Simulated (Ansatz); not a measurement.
A nudged elastic band was laid between two geometries of BFH3NO + BrH (9 atoms, charge 0, multiplicity 1).

Level of theory: RKS CAM-B3LYP/def2-SVP (Ansatz 0.2.0).

- movable images: 5
- climbing image: yes
- spring: 5.0 eV/Å²
- optimiser: quadratic models (default)
- start path: through a guess of the saddle point
- force threshold: 0.03 eV/Å
- iteration limit: 60
- end points: relaxed

Initial state:

```xyz
9
Properties=species:S:1:pos:R:3
B 0.132 -0.458 0.281
N -0.016 -0.097 1.644
H -0.885 -0.283 2.131
H 0.796 -0.071 2.249
O 1.355 -0.489 -0.292
H 1.330 -0.681 -1.237
F -0.962 -0.737 -0.437
Br -0.372 3.316 1.308
H -0.222 1.882 1.434
```

Final state:

```xyz
9
Properties=species:S:1:pos:R:3
B 0.047 0.347 0.215
N -0.140 0.143 1.817
H -0.303 -0.847 2.023
H 0.709 0.451 2.295
O 1.131 -0.466 -0.106
H 1.405 -0.361 -1.023
F -1.166 0.041 -0.345
Br 0.401 2.373 0.051
H -0.927 0.701 2.155
```

Question: Which bonds break or form, and what moves?

Answer: Bonds broken: Br8–H9. Bonds formed: B1–Br8, N2–H9. BFH3NO + BrH becomes BBrFH4NO.

Question: Give the energies along the band, and the barrier.

Answer: It converged. The highest image is number 2 of 0 to 6, 0.48 eV above the first end and 0.70 eV above the last; the last end lies 0.22 eV below the first. A vibrational analysis at the climbing image gives one clearly imaginary mode, 297i cm⁻¹: a first-order saddle point. The orbitals stay closed-shell, which can raise the energy where a bond breaks towards radicals; this wasn't checked here.

```
image  path coordinate (Å)  energy (eV)  Br8–H9 (Å)  B1–Br8 (Å)  N2–H9 (Å)
    0                 0.00         0.00        1.45        3.94       2.00
    1                 0.80         0.04        1.46        3.43       1.90
    2                 1.60         0.48        1.88        2.86       1.15
    3                 2.21         0.08        2.19        2.28       1.04
    4                 2.82        -0.19        2.70        2.07       1.02
    5                 3.43        -0.21        2.81        2.06       1.02
    6                 4.04        -0.22        3.00        2.06       1.02
```

Question: What is the geometry of the highest image?

Answer: 
```xyz
9
Properties=species:S:1:pos:R:3
B 0.065 -0.141 0.295
N -0.033 0.109 1.787
H -0.865 -0.282 2.233
H 0.816 -0.124 2.305
O 1.293 -0.319 -0.194
H 1.341 -0.360 -1.157
F -1.058 -0.442 -0.328
Br -0.261 2.694 0.471
H -0.143 1.247 1.670
```

Question: What are the harmonic wavenumbers there?

Answer: 297i, 127, 221, 293, 329, 353, 453, 512, 754, 923, 942, 983, 1105, 1359, 1454, 1528, 1568, 1871, 3513, 3611, 3889 cm⁻¹.

The run took 3 min on 4 threads of Arm Neoverse V1 (shared host), peak memory 0.32 GiB.
